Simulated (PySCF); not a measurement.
Potential energy curve for H2 (cation, charge +1), doublet. Each curve is given relative to its own lowest point near equilibrium.

```csv
R / Å,A,B,C
0.81,0.472,0.599,0.544
0.87,0.241,0.342,0.298
0.94,0.083,0.152,0.121
0.99,0.025,0.071,0.049
1.04,0.001,0.023,0.011
1.05,0.000,0.017,0.006
1.10,0.008,0.001,0.000
1.12,0.018,0.000,0.003
1.18,0.062,0.014,0.030
1.22,0.104,0.035,0.058
1.27,0.165,0.070,0.104
1.37,0.312,0.162,0.218
1.46,0.461,0.261,0.336
1.63,0.759,0.460,0.574
1.81,1.071,0.663,0.820
1.96,1.315,0.814,1.007
2.20,1.662,1.010,1.260
2.40,1.906,1.130,1.427
2.72,2.212,1.251,1.617
2.94,2.368,1.294,1.701
3.27,2.532,1.315,1.773
3.80,2.676,1.288,1.808
4.41,2.746,1.225,1.794
```

Energies in eV.

Task: Assign the columns to these levels of theory: restricted open-shell B3LYP/cc-pVQZ (PySCF); restricted open-shell BHandHLYP/cc-pVQZ run with PySCF; CCSD(T) on UHF/cc-pVQZ (PySCF).

Result: A is UCCSD(T); B is ROKS-B3LYP; C is ROKS-BHandHLYP.

At the longest distance ROKS-BHandHLYP, ROKS-B3LYP leaves fractional charges on the fragments, a sign of delocalisation error or of the restricted form.
